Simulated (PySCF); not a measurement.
## Correlation energy of Tl (thallium, neutral)

[Xe] 4f14 5d10 6s1 6p2, high-spin 4P determinant (an excited configuration). Computed with PySCF 2.14 in aug-cc-pwCVTZ-DK3 (11s10p8d5f1g, 125 functions), with scalar relativity by spin-free X2C-1e. Frozen: [Xe] 4f14 5d10; 3 electrons correlated.

MP2 pair energies summed by pair of shells (mhartree):

| pair | energy | share (%) |
| --- | --- | --- |
| 6p-6p | -3.43 | 50.3 |
| 6s-6p | -3.39 | 49.7 |

Total MP2 correlation energy: -6.81 mhartree.

Same-spin part -6.81 and opposite-spin part 0.00 mhartree; SCS-MP2 scales them by 1/3 and 6/5 to -2.27 mhartree.

Spin-orbit coupling is strong in this species, so the high-spin LS determinant is a model state.
